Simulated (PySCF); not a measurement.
# Cl²⁺ (chlorine, charge +2): PBE calculation

Configuration: [Ne] 3s1 3p3 3d1, high-spin 6D determinant (an excited configuration). Calculation: PySCF 2.14, in aug-cc-pV(T+d)Z with one added diffuse shell each of s, p, d, f type (7s6p5d3f, 71 functions); no relativity, point nucleus.

```
Total energy                                                  : -457.6570 hartree
One-electron energy                                           : -615.8308 hartree
Hartree (Coulomb) energy                                      : 185.4983 hartree
Exchange-correlation energy                                   : -27.3245 hartree
Kinetic energy                                                : 456.37424 hartree
⟨S²⟩                                                          : 8.7500
⟨L²⟩                                                          : 6.003
Sum of ⟨r⟩                                                    : 11.60 bohr
Sum of ⟨r²⟩                                                   : 17.30 bohr²
Traceless quadrupole moment −½Σ⟨3z² − r²⟩ along its main axis : 1.35 e·bohr²
Density at the nucleus (Gaussians lack the cusp)              : 3160 bohr⁻³
Spin density at the nucleus                                   : 13.6 bohr⁻³
Langevin diamagnetic susceptibility                           : -13.7 ×10⁻⁶ cm³/mol
```

| shell | electrons | mean orbital energy (hartree) | spread (hartree) | rms radius, mean of both spins (bohr) |
| --- | --- | --- | --- | --- |
| 1s α | 1 | -101.98168 | 0 | 0.106 |
| 1s β | 1 | -101.95075 | 0 | 0.106 |
| 2s α | 1 | -10.39027 | 0 | 0.485 |
| 2s β | 1 | -10.34806 | 0 | 0.485 |
| 2p α | 3 | -8.21947 | 0.00900 | 0.453 |
| 2p β | 3 | -8.17095 | 0.01283 | 0.453 |
| 3s α | 1 | -1.79568 | 0 | 1.52 |
| 3p α | 3 | -1.30468 | 0.01525 | 1.67 |
| 3d α | 1 | -0.62484 | 0 | 2.20 |

The outer electron is Rydberg-like, and this basis confines it to a smaller radius and binds it less than a complete one would.
